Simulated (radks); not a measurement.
Task: The mean radii <r> (bohr) of the occupied orbitals of an atom or ion are listed with their occupations. All-electron calculation, Dirac Kohn-Sham, PBEsol, spin-unpolarised, spherical densities, point nucleus. Program: a radial shooting solver on a logarithmic mesh with Libxc functionals.

orbital  occ.      <r>
1s1/2       2  0.02972
2s1/2       2   0.1282
2p1/2       2   0.1085
2p3/2       4   0.1138
3s1/2       2   0.3486
3p1/2       2   0.3396
3p3/2       4   0.3507
3d3/2       4   0.3224
3d5/2       6   0.3259
4s1/2       2   0.8479
4p1/2       2   0.9008
4p3/2       4   0.9313
4d3/2       4    1.164
4d5/2       6    1.180
5p1/2       2    3.301
5p3/2       1    3.447

Name the element and its charge. Open shells, if any, fill j = l - 1/2 first.

Result: Z = 49, indium, charge 0: In in [Kr] 4d10 5p3. The 1s radius gives Z: for a bare nucleus <r> = (2 gamma + 1)/(2Z) with gamma = sqrt(1 - (Z/c)^2), 0.02926 bohr for Z = 49, and screening makes it slightly larger (0.02972 here). The occupations add up to 49, and the charge is Z minus that.
